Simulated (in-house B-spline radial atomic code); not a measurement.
# Ionising neutral hafnium with different functionals

Computed with a B-spline radial code for spherical atoms: four-component Dirac-Coulomb Hamiltonian, Fermi nucleus of rms radius 5.347 fm, spin-restricted, spherical fractional occupations for the functionals. The ionisation energy is the difference of two self-consistent energies, [Xe] 4f14 5d2 6s2 → [Xe] 4f14 5d1 6s2, without Breit or QED terms; ε is the level of the shell that loses the electron (mean over j). The electron is taken from both j subshells in proportion to 2j + 1, so the result is a j average, not the step between ground levels.

Hybrids are left out here: with spherical fractional occupations of an open shell their exact exchange keeps a self-interaction that integer-occupation calculations don't have.

| method | rung | ΔSCF (eV) | -ε(5d) (eV) |
| --- | --- | --- | --- |
| LDA VWN5 | LDA | 6.73 | 2.88 |
| relativistic LDA | LDA | 6.76 | 2.90 |
| LDA PW92 | LDA | ? | ? |
| LDA exchange-only | LDA | 5.60 | 1.89 |
| PBE | GGA | 6.50 | 2.70 |
| PBEsol | GGA | 6.54 | 2.73 |
| BLYP | GGA | 6.38 | 2.57 |
| RPBE | GGA | 6.44 | 2.65 |
| PW91 | GGA | 6.57 | 2.75 |
| BP86 | GGA | 6.65 | 2.83 |
| AM05 | GGA | ? | ? |
| OLYP | GGA | 6.31 | 2.50 |

(1) What does LDA PW92 give?

(2) What does AM05 give?

(3) How do they compare with the NIST value?

Results:

(1) ΔSCF 6.73 eV, and -ε(5d) = 2.88 eV.

(2) ΔSCF 6.50 eV, and -ε(5d) = 2.68 eV.

(3) NIST lists 6.825 eV (measured, ground level to ground level). Errors run from -1.23 to -0.06 eV; relativistic LDA is closest (-0.06 eV), but part of that can be cancellation, since the calculations leave out Breit-QED terms, spin polarisation, the choice among j levels, multiplet and fine-structure energies.
